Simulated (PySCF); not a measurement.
Li, charge +1, singlet. Base run: PBE/STO-3G (PySCF).

Here is a job for PySCF.
```python
from pyscf import gto, scf, dft

mol = gto.M(
    atom='''
Li    0.000000    0.000000    0.000000
''',
    basis='sto-3g',
    charge=1,
    spin=0,
    verbose=4,
)

mf = dft.RKS(mol)
mf.xc = 'pbe'
mf.kernel()
```

Each row names what was changed in the base input (with any setting that the change needs).

```csv
change,ΔE vs base (µEh),SCF cycles
base,0.0,4
init_guess = vsap,0.0,4
DIIS = ADIIS,0.0,5
conv_tol = 1e-11,0.0,4
level_shift = 0.5 (with mf.max_cycle = 100),0.0,6
conv_tol = 1e-6,0.0,3
init_guess = 1e,0.0,4
diis_space = 12,0.0,4
init_guess = mod_huckel,0.0,4
diis = off; damp = 0.3 (with mf.diis_start_cycle = 200; with mf.max_cycle = 150),0.0,7
level_shift = 1.0 (with mf.max_cycle = 100),0.0,7
solver = newton,0.0,-
diis = off (with mf.max_cycle = 100),0.0,5
```
